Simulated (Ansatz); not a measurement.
Ga(PH3)F3 (GaPH3F3). The state is a singlet with charge 0. Geometry PBE0-D4/def2-SVP.

Cartesian coordinates in Å:
```
Ga 1.352 -0.247 0.037
P -1.097 0.202 -0.028
H -1.698 0.690 1.154
H -1.942 -0.892 -0.324
H -1.552 1.152 -0.970
F 1.416 -1.369 1.382
F 1.950 1.375 0.320
F 1.571 -0.912 -1.570
```

The 6-31G sets use Cartesian d functions. B3LYP takes the VWN-RPA correlation.

Problem. Estimate the orbital energies around the gap (eV) in Ansatz with LDA (SPW92)/def2-TZVP, PBE-D4/def2-TZVP, B3LYP-D4/6-31G, BHLYP-D4/def2-TZVP, ωB97X-V/def2-TZVP.

Solution. 
```
orbital  LDA (SPW92)/def2-TZVP  PBE-D4/def2-TZVP  B3LYP-D4/6-31G  BHLYP-D4/def2-TZVP  ωB97X-V/def2-TZVP
 HOMO−5                  -8.90             -8.63           -9.85              -12.76             -13.29
 HOMO−4                  -8.90             -8.63           -9.85              -12.76             -13.28
 HOMO−3                  -8.82             -8.54           -9.79              -12.59             -13.12
 HOMO−2                  -8.82             -8.54           -9.79              -12.59             -13.12
 HOMO−1                  -8.66             -8.40           -9.67              -12.54             -13.04
   HOMO                  -8.39             -8.20           -9.39              -11.19             -12.12
   LUMO                  -1.98             -1.81           -0.97                0.06               1.28
 LUMO+1                  -1.98             -1.81           -0.62                0.06               1.28
 LUMO+2                  -1.96             -1.64           -0.62                0.11               1.40
 LUMO+3                  -0.88             -0.66            0.40                1.17               2.44
 LUMO+4                   0.18              0.47            1.83                2.16               3.38
 LUMO+5                   1.06              1.31            2.25                2.87               4.12
```
